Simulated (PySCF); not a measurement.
C3H10OSi2, SMILES O=C([SiH2]C[SiH3])C.

Geometry: PBE0-D3(BJ)/def2-SVP. This is a generated structure with no PubChem entry under its InChIKey; it may be hypothetical. Other conformers were not sampled.

Level of theory: PySCF with TDA-PBE/def2-SVPD.

Vertical excitations. Isolated molecule, no solvent.

```csv
state,energy (eV),λ (nm),f,main pairs
S1,3.46,358,0.001,HOMO→LUMO 100 %
S2,5.09,243,0.006,HOMO→LUMO+1 93 %
S3,5.30,234,0.004,HOMO−1→LUMO 97 %
S4,5.39,230,0.004,HOMO→LUMO+2 82 %
S5,5.64,220,0.020,"HOMO−2→LUMO 83 %, HOMO→LUMO+3 13 %"
S6,5.68,218,0.113,"HOMO→LUMO+3 66 %, HOMO−3→LUMO 21 %"
T1,2.77,447,0,HOMO→LUMO 100 %
T2,4.94,251,0,HOMO→LUMO+1 97 %
```
Triplets are in the Tamm–Dancoff approximation.
